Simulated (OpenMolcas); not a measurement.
## Cr2+: moving or changing the point charges

Cr2+ among 4 point charges of -2 e arranged as a tetrahedron (Td), 2.05 Å from the ion.
```
   1.1836    1.1836    1.1836  -2.00
   1.1836   -1.1836   -1.1836  -2.00
  -1.1836    1.1836   -1.1836  -2.00
  -1.1836   -1.1836    1.1836  -2.00
```

```yaml
Program: OpenMolcas 26.06
Method: CASSCF
Basis: ANO-RCC-VDZP [5s4p2d1f]
Scalar_Hamiltonian: DKH2, point nucleus
Active_space: 4 electrons in 5 orbitals (3d)
State_averaging: 2S+1 = 5 even, 5 roots; 2S+1 = 3 even, 45 roots; 2S+1 = 1 even, 50 roots
Spin-orbit_coupling: RASSI with atomic mean-field integrals over the reference wave functions
```

Runs around this geometry, states (labels of Td). Energies in cm-1 above the lowest state or level, χT in cm3 K/mol; under a threefold ground state the first gap can be a small split of the lowest multiplet, not the spin-orbit step; 10Dq and B are least-squares fits to the states below 45000 cm-1, weighted by degeneracy, with a free offset, and given where the rms deviation is under 5 % of |10Dq| (or 100 cm-1) and under 700 cm-1; 10Dq is negative for this site.

```tsv
R (Å)	q (e)	Ground state	First state of that spin	10Dq	B (rms of fit)	First gap with spin-orbit (degeneracies)	χT at 300 K	First state of another spin
2.05	-1.3	5T2	5E 1551			29.3 (1, 3)	2.500	3T1 18569
1.94	-2	5T2	5E 2215			21.7 (1, 3)	2.597	3T1 18030
2.05	-2	5T2	5E 1928			24.6 (1, 3)	2.557	3T1 18252
2.25	-2	5T2	5E 1437	-1502	993 (73)	30.7 (1, 3)	2.490	3T1 18646
```

Taking the first state of the same spin as R^-n, n = -ln(1437 / 2215) / ln(2.25 / 1.94) = 2.9 between the shortest and longest distance.

Scaling the charges by -1.3 / -2 = 0.65 scales the first state of the same spin by 1551 / 1928 = 0.80; with fixed orbitals a first-order splitting would follow the charge.

An orbital triplet at a regular site is open to Jahn-Teller coupling, which can distort the site and quench the lowest spin-orbit gaps and is left out. Without dynamic correlation the repulsion within the d shell is too large (B by tens of per cent), so at a given field states of lower spin stand too high. The ground term spreads over less than 5000 cm-1, several times less than with real ligands, so orbital moments are less quenched and χT lies further from the spin-only value than at real sites. Point charges carry no covalency, so the field is a model and not that of real ligands. No measured value stands beside these numbers.
